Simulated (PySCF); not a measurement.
CH6GeNP.
SMILES: `C=[N][GeH2][PH2]`

Method: PySCF, TDDFT CAM-B3LYP/def2-SVPD, vertical, gas phase, core orbitals frozen in the response. Isolated species at its PBE0-D3(BJ)/def2-SVP geometry (one conformer only). The CAM-B3LYP/def2-SVPD calculation is non-relativistic and has no spin–orbit coupling, an omission that weighs most on germanium. Torsions of this conformer, `[CH2:1]=[N:2][GeH2:3][PH2:4]`: C1–N2–Ge3–P4 -113°, H–P4–Ge3–N2 -38°, H–P4–Ge3–N2 55°.

```tsv
state	E (eV)	λ (nm)	f	main configurations (H = HOMO, L = LUMO)
S1	4.22	293.5	0.0004	H→L (85%), H-1→L (9%)
S2	6.50	190.8	0.150	H-1→L (48%), H→L+1 (16%), H→L+2 (15%)
S3	6.58	188.4	0.109	H→L+1 (39%), H-1→L (31%), H→L+3 (10%)
S4	6.67	185.9	0.014	H-1→L+4 (27%), H-1→L+3 (17%), H→L+4 (15%)
S5	6.72	184.5	0.046	H→L+2 (31%), H-1→L+1 (25%), H→L+1 (14%)
S6	6.83	181.7	0.066	H→L+3 (48%), H-1→L+2 (13%), H→L+4 (11%)
S7	7.05	175.9	0.104	H-1→L+1 (52%), H→L+2 (21%)
S8	7.15	173.4	0.041	H-1→L+2 (60%)
S9	7.36	168.6	0.046	H-1→L+3 (49%), H-1→L+4 (19%)
S10	7.54	164.4	0.0056	H→L+5 (62%), H→L+4 (16%)
```

Triplets (Tamm–Dancoff): T1 3.58 eV, H→L (81%), H-1→L (10%); T2 4.87 eV, H-4→L (34%), H-1→L (31%), H-2→L (14%); T3 5.51 eV, H-1→L+1 (29%), H→L+1 (15%), H-1→L (11%); T4 5.80 eV, H-1→L+4 (38%), H-1→L+3 (19%), H→L+4 (11%).

The lowest singlet lies at 4.22 eV (293 nm, ultraviolet) and is dark (f under 0.0005); its leading configuration is HOMO→LUMO (85%). The strongest level in the table is S2 at 6.50 eV (191 nm, f = 0.150). Löwdin shares by element: HOMO nitrogen 49%, carbon 15%, phosphorus 11%, germanium 9% (atoms not listed hold the other 16%); LUMO carbon 38%, nitrogen 32%, phosphorus 8%, hydrogen 6% or more (atoms not listed hold the other 16%). The listed states span 3.32 eV, and the widest gap between neighbours is 2.27 eV (S1 to S2). Of the 10 states listed, 8 reach f = 0.01 and 1 stays under 0.0005. Weighted by f, the mean energy of these states is 6.79 eV. No computed singlet lies in the visible range (380 to 750 nm); the lowest, at 293 nm, stands 0.96 eV above its violet end (3.26 eV). The vertical ionisation energy (ΔSCF) is 9.18 eV, 1.64 eV above S10. The window holds the lowest 10 singlets.

The run took 78 s on one thread of an Arm Neoverse V1, no GPU, on a shared host.
